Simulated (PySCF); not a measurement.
Computed data sheet: `FC[O+]([AlH3-])CF`

C2H7AlF2O.
Numbering: `[F:1][CH2:2][O+:3]([AlH3-:4])[CH2:5][F:6]` (hydrogens: H7, H8 on C2; H9, H10, H11 on Al4; H12, H13 on C5)

**PBE0-D3(BJ)/def2-SVP geometry optimisation, gas phase (PySCF)**

```yaml
Rotational_constants_A_B_C: 2.813, 2.142, 1.368 GHz
```

**B3LYP/def2-SVPD ground state, ΔSCF and vertical TDDFT (core frozen in the response) (PySCF)**

```yaml
Dipole_moment: 3.31 D
HOMO_energy: -7.52 eV
LUMO_energy: -0.28 eV
HOMO–LUMO_gap: 7.24 eV
Lowest_singlet_excitation: 6.23 eV (199 nm, f = 0.002)
Strongest_line_among_the_10_lowest_singlet_transitions: S5 at 7.29 eV (170 nm, f = 0.067)
Lowest_triplet_excitation_Tamm–Dancoff: 5.84 eV
Static_isotropic_polarisability: 65.4 au
Vertical_ionisation_energy: 10.27 eV
Electronic_spatial_extent_⟨r²⟩_about_the_centre_of_nuclear_charge: 853 bohr²
```

**PBE0/pcSseg-1 ground state and GIAO shieldings, non-relativistic (PySCF)**

```yaml
Lowest_Hirshfeld_atomic_charge: -0.20 e on H11
Highest_Hirshfeld_atomic_charge: +0.32 e on Al4
13C_chemical_shifts_computed_TMS_as_zero_by_class: 100.0 (C2/C5) ppm
1H_chemical_shifts_computed_TMS_as_zero_by_class: 5.68 (H7/H8/H12/H13), 4.43 (H9/H10/H11) ppm
Isotropic_shieldings_of_nuclei_other_than_C_and_H_by_class: 216 (O3), 362 (F1/F6), 390 (Al4) ppm
Mayer_bond_orders_between_heavy_atoms: F1–C2 0.95, C2–O3 0.86, O3–Al4 0.22, O3–C5 0.86, C5–F6 0.95
```

Monoisotopic mass (most abundant isotopes): 112.0280 u.

S1 lies 1.01 eV below the HOMO–LUMO gap; its leading configuration is HOMO→LUMO, weight 0.88. The rotational constants make it an asymmetric top with κ = (2B − A − C)/(A − C) = 0.07, midway between the prolate (−1) and oblate (+1) limits. The polarisability is 9.69 Å³ as a volume (1 au = 0.148185 Å³), or 1.13 au for each of the 58 electrons. No computed singlet falls in the visible range (750 to 380 nm, 1.65 to 3.26 eV); S1 lies 2.97 eV above its blue end. In atomic units the dipole is 1.30 e·bohr (1 au = 2.5417 D).

 NMR classes are plain means over equivalent atoms (diastereotopic ones count apart unless rotation or inversion swaps them), as if these changed places fast; in this geometry the members of some classes differ.

For the TDDFT job (B3LYP/def2-SVPD), time: 1.7 min wall. Hardware: x86-64 server, one thread (shared host).

Shape of the structure used: `[F:1][CH2:2][O+:3]([AlH3-:4])[CH2:5][F:6]`: F1–C2–O3–Al4 112°, C2–O3–C5–F6 -72°.

One conformer stands for the species.
